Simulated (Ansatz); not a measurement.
The first iterations of a band of CH$_{4}$N$_{2}$Si (8 atoms, charge 0, multiplicity 1).

All numbers below come from RKS PBE-D4/def2-SVP in Ansatz 0.2.0.

```
movable images  : 9
climbing image  : yes
spring          : 5.0 eV/Å²
optimiser       : quadratic models (default)
start path      : straight line
force threshold : 0.05 eV/Å
iteration limit : 60
end points      : relaxed
```

Initial state:

```xyz
8
Properties=species:S:1:pos:R:3
C 0.214 -0.690 -0.912
N 1.299 -0.637 -0.174
Si 0.355 0.472 0.874
N -0.808 0.144 -0.462
H 0.090 -1.318 -1.825
H -0.072 -0.059 2.211
H 0.794 1.902 1.003
H -1.781 0.129 -0.771
```

Final state:

```xyz
8
Properties=species:S:1:pos:R:3
C -0.571 -0.546 -1.228
N 0.690 -0.735 -0.684
Si 0.351 0.307 0.705
N -1.119 0.303 -0.279
H 1.398 -1.318 -1.124
H 0.293 -0.327 2.071
H 1.119 1.598 0.829
H -2.069 0.661 -0.346
```

| iteration | highest image above the first end (eV) | largest band force component (eV/Å) |
| --- | --- | --- |
| 1 | 3.219 | 5.111 |
| 2 | 3.068 | 1.299 |
| 3 | 3.023 | 0.751 |
| 4 | 3.012 | 0.604 |
| 5 | 3.018 | 0.459 |

Q: Does the band converge within its limit, and where does its top end?

A: The run converged. It ended after 15 iterations with the highest image 2.814 eV above the first end. Another band between the same ends (9 images) ends at a top of the same energy, where a vibrational analysis finds 1 clearly imaginary mode. The orbitals stay closed-shell, which can raise the energy where a bond breaks towards radicals; this wasn't checked here.

The run took 2.4 min on 1 thread of Intel(R) Xeon(R) 6975P-C (Granite Rapids), with other jobs on the host, peak memory 0.16 GiB.
